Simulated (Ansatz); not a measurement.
Consider the isomerisation: `C[SiH2]BO[SiH3]` → `CB(O)[SiH2][SiH3]`.

Isolated molecules relaxed with PBE0-D4/def2-TZVP in Ansatz; ΔE leaves out vibrations. CCSD(T)/CBS adds triple-zeta CCSD(T) − MP2 to the extrapolated MP2 energy (def2 sets, frozen cores). DFT in def2-TZVPP. B3LYP here is the variant with VWN-RPA as its local correlation; programs differ in this. Each species was taken in one conformer, which may not be the lowest.

Question: Is it downhill or uphill in electronic energy at CCSD(T)/CBS, and by how much? (Estimate.)

Answer: Ansatz gave: Uphill: ΔE = +0.59 eV.

Question: What do these levels give: B3LYP-D4, ωB97M-V, PBE0, B3LYP, SCS-MP2/def2-TZVPP, MP2/def2-QZVPP? (Estimate.)

Answer: The calculation gave: B3LYP-D4 0.58, ωB97M-V 0.59, PBE0 0.38, B3LYP 0.61, SCS-MP2/def2-TZVPP 0.73, MP2/def2-QZVPP 0.67 eV.

Largest T1 diagnostic among the species: 0.014.

From PBE to PBE0 (25 % exact exchange), in def2-TZVPP and without D4, ΔE moves by +0.09 eV. The D4 term adds −0.04 eV with B3LYP and −0.02 eV with PBE0; it sums over pairs of atoms, weighted by their polarisabilities, and B3LYP, whose exchange is more repulsive, gets the larger term.
